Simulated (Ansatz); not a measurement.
`CCC(CC(CC(C)c1ccc(Cl)cc1)c1ccc(Cl)cc1)c1ccc(Cl)cc1` with charge +1. Total charge 1; doublet. Geometry r2SCAN-D4/def2-SVP, that of the neutral singlet; atoms count from 1.

```xyz
56

C     3.5122   -0.1449    0.7579
C     2.0045   -0.3062    0.6083
C     1.2784    0.9985    0.2363
C    -0.2425    0.8012    0.0983
C    -0.6754   -0.2122   -0.9721
C    -2.2062   -0.3616   -1.0382
C    -2.8762   -0.8378    0.2655
C    -4.3735   -1.0772    0.0412
C    -2.1916   -2.0658    0.8346
C    -1.6309   -2.0514    2.1204
C    -0.9720   -3.1672    2.6460
C    -0.8744   -4.3235    1.8697
Cl   -0.0516   -5.7225    2.5060
C    -1.4296   -4.3740    0.5864
C    -2.0807   -3.2477    0.0817
C    -0.1141    0.1225   -2.3389
C    -0.3429    1.3739   -2.9360
C     0.1650    1.6815   -4.1988
C     0.9151    0.7205   -4.8839
Cl    1.5547    1.0951   -6.4622
C     1.1583   -0.5334   -4.3201
C     0.6413   -0.8189   -3.0536
C     1.5575    2.1159    1.2223
C     2.0887    3.3405    0.7925
C     2.3304    4.3876    1.6862
C     2.0342    4.2062    3.0387
Cl    2.3307    5.5021    4.1682
C     1.5051    2.9972    3.5009
C     1.2715    1.9657    2.5900
H     3.9594    0.2589   -0.1673
H     3.9971   -1.1113    0.9693
H     3.7676    0.5475    1.5769
H     1.5672   -0.7172    1.5388
H     1.7974   -1.0585   -0.1727
H     1.6698    1.3271   -0.7451
H    -0.6391    0.4798    1.0770
H    -0.7125    1.7802   -0.1097
H    -0.2718   -1.1999   -0.6906
H    -2.4505   -1.0725   -1.8490
H    -2.6618    0.6008   -1.3370
H    -2.7774   -0.0348    1.0177
H    -4.8749   -1.3668    0.9778
H    -4.5407   -1.8830   -0.6930
H    -4.8610   -0.1666   -0.3444
H    -1.7086   -1.1437    2.7296
H    -0.5371   -3.1466    3.6487
H    -1.3457   -5.2893   -0.0048
H    -2.5096   -3.2944   -0.9255
H    -0.9259    2.1333   -2.4047
H    -0.0162    2.6560   -4.6580
H     1.7469   -1.2718   -4.8693
H     0.8297   -1.8025   -2.6096
H     2.3228    3.4791   -0.2688
H     2.7455    5.3384    1.3430
H     1.2818    2.8745    4.5635
H     0.8618    1.0194    2.9598
```

Single mean-field runs in def2-SVP are fitted with def2-universal-jkfit.

Q: Estimate the Mulliken populations of the heavy atoms from the PBE0/def2-SVP orbitals of Ansatz.

A: 
```tsv
atom	charge (e)	spin (α − β)
C1	-0.05	0.00
C2	-0.09	0.01
C3	-0.09	-0.01
C4	0.03	0.02
C5	-0.09	0.00
C6	0.04	0.03
C7	-0.13	0.00
C8	0.00	0.01
C9	-0.03	0.11
C10	-0.03	0.00
C11	0.04	0.01
C12	0.00	0.08
Cl13	-0.01	0.06
C14	0.04	0.01
C15	-0.03	0.00
C16	-0.02	0.12
C17	-0.03	0.01
C18	0.04	0.00
C19	0.00	0.10
Cl20	0.00	0.07
C21	0.04	0.01
C22	-0.02	0.00
C23	-0.02	0.15
C24	-0.02	0.00
C25	0.04	0.02
C26	0.00	0.11
Cl27	0.01	0.08
C28	0.04	0.01
C29	-0.03	0.01
```
Mulliken values depend strongly on the basis.

Q: Where does the spin sit?

A: Summed by element: C 0.80, Cl 0.21, H -0.01, of 1 unpaired in all. Largest on single atoms: C23 0.15, C16 0.12, C26 0.11.

Q: And the Mayer bond orders between heavy atoms (over 0.3)?

A: C1–C2 1.09 (1.52 Å); C2–C3 1.03 (1.54 Å); C3–C4 1.02 (1.54 Å); C3–C23 1.01 (1.52 Å); C4–C5 1.03 (1.54 Å); C5–C6 1.03 (1.54 Å); C5–C16 1.01 (1.51 Å); C6–C7 1.03 (1.54 Å); C7–C8 1.06 (1.53 Å); C7–C9 0.99 (1.52 Å); C9–C10 1.36 (1.40 Å); C9–C15 1.31 (1.41 Å); C10–C11 1.41 (1.40 Å); C11–C12 1.34 (1.40 Å); C12–Cl13 1.05 (1.74 Å); C12–C14 1.33 (1.40 Å); C14–C15 1.44 (1.40 Å); C16–C17 1.30 (1.41 Å); C16–C22 1.35 (1.40 Å); C17–C18 1.44 (1.40 Å); C18–C19 1.32 (1.40 Å); C19–Cl20 1.06 (1.74 Å); C19–C21 1.33 (1.40 Å); C21–C22 1.42 (1.40 Å); C23–C24 1.35 (1.40 Å); C23–C29 1.30 (1.41 Å); C24–C25 1.42 (1.40 Å); C25–C26 1.32 (1.40 Å); C26–Cl27 1.06 (1.74 Å); C26–C28 1.32 (1.40 Å); C28–C29 1.45 (1.40 Å).
